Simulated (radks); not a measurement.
These are the eigenvalues of the occupied orbitals of an atom or ion with whole-number occupations (eV). All-electron calculation, scalar-relativistic Kohn-Sham, r2SCAN, spin-polarised, spherical densities, finite nucleus; meta-GGA in the generalised Kohn-Sham scheme; Fermi nuclear charge, rms radius of each element as measured or else 0.836 A^(1/3) + 0.57 fm. Program: a radial shooting solver on a logarithmic mesh with Libxc functionals.

1s up: -5440.659
1s down: -5440.457
2s up: -668.1494
2s down: -668.0543
2p up: -565.9859
2p down: -565.7861
3s up: -123.8682
3s down: -123.5588
3p up: -95.5422
3p down: -95.1866
4p up: -28.0882

Which element is it, and in what charge state? The configuration may be excited. Open shells, if any, are filled with parallel spins first.

Answer. Z = 23, vanadium, charge +3: V3+ in [Ar] 4p2. The list shows which subshells hold electrons but not how many an open one holds; the 1s level, -199.94 hartree, gives Z - s = 20.0 by -(Z - s)^2/2, which with screening and relativity narrows Z to a few neighbours, and the depths of the outer levels then fix element, charge and occupations together.
